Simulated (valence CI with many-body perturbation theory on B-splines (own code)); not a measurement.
As XIII: magnetic and hyperfine properties of the levels

Computed by relativistic CI+MBPT: three valence electrons over a frozen Dirac-Fock core [Ar], radial functions for each j: 9 s, 9 p, 10 d, 8 f, 5 g, 3 h, 1 i, with the one-electron correlation potential Σ1 (screened to all orders), the two-electron term Σ2, the three-electron term Σ3, Breit, model QED; selected single and double excitations, second order for the rest, scaled by the run's own slope (own B-spline code, finite nucleus).

No measured spectrum was set against this ion. As an estimate, terms of the open shell hold to 2 to 4 % of their energy, and close levels can change places. Core correlation moves these levels by up to 3800 cm⁻¹, and in measured spectra 5 to 20 % of such shifts remained as error; rates that hang on mixing are uncertain with them. Only levels of the ground parity were solved; by the run's estimate the other parity begins above the list, which can be wrong where configurations are misplaced.

A/g_I is the dipole constant over the nuclear g factor μ/I (μ in nuclear magnetons, uniformly magnetised nucleus), B/Q the quadrupole constant per barn. Both hold the static response of the core; the bare values leave it out. Large factors of s and p1/2 electrons are usually good to 5 to 10 %; those of open d and f shells near neutrality can be off by tens of per cent, and small factors of p3/2, d and f electrons come from cancelling terms and can be off by a factor of two or in sign, in half-filled shells by more. B is blank for J = 1/2, where it vanishes, and for nearly pure S terms. Energies count from the lowest level.

Names give the largest LS component (configuration and term), which can be under half, so a name can repeat, a term be missing and a line seem to break the LS rules; names also repeat where a configuration has a term twice. Letters in brackets count levels of one name in rising energy.

| Level | E (cm⁻¹) | g | A/g_I (MHz) | A/g_I bare | B/Q (MHz/b) | B/Q bare |
| --- | --- | --- | --- | --- | --- | --- |
| 3d3 4F_3/2 | 0.0 | 0.405 | 3890 | 3690 | -837 | -864 |
| 3d3 4F_5/2 | 3214 | 1.028 | 2210 | 2240 | -815 | -842 |
| 3d3 4F_7/2 | 7077 | 1.235 | 1730 | 1840 | -1100 | -1130 |
| 3d3 4F_9/2 | 11257 | 1.327 | 1640 | 1770 | -1570 | -1620 |
| 3d3 4P_3/2 | 35861 | 1.639 | 1490 | 1740 | -1770 | -1820 |
| 3d3 4P_1/2 | 36026 | 2.531 | -2790 | -2190 |  |  |
| 3d3 2G_7/2 | 40067 | 0.891 | 2730 | 2710 | 1300 | 1350 |
| 3d3 4P_5/2 | 41204 | 1.593 | 478 | 718 | 2250 | 2330 |
| 3d3 2G_9/2 | 42611 | 1.076 | 2280 | 2330 | 2230 | 2310 |
| 3d3 2D_3/2 [a] | 49957 | 1.091 | 2460 | 2510 | -2250 | -2330 |
| 3d3 2P_1/2 | 52382 | 0.803 | 284 | 242 |  |  |
| 3d3 2H_9/2 | 56240 | 0.948 | 2210 | 2210 | 3570 | 3680 |
| 3d3 2H_11/2 | 57019 | 1.090 | 2200 | 2250 | 4920 | 5080 |
| 3d3 2D_5/2 [a] | 58788 | 1.204 | 1870 | 1970 | -1610 | -1670 |
| 3d3 2P_3/2 | 61957 | 1.127 | 1870 | 1930 | 299 | 301 |
| 3d3 2F_7/2 | 86822 | 1.141 | 2160 | 2230 | 1500 | 1560 |
| 3d3 2F_5/2 | 88376 | 0.861 | 2250 | 2220 | 1950 | 2020 |
| 3d3 2D_5/2 [b] | 134370 | 1.196 | 1620 | 1710 | 3480 | 3600 |
| 3d3 2D_3/2 [b] | 135800 | 0.799 | 3670 | 3610 | 2920 | 3010 |

Take the isotope of mass number 75, with I = 3/2, μ = 1.4383 μN and Q = 0.311 b. What is the hyperfine structure of 3d3 4F_5/2?

From the table A = 2120 MHz, B = -253 MHz. Shifts from the centre of gravity in MHz: F = 1: -11300, F = 2: -6860, F = 3: -391, F = 4: 7890.
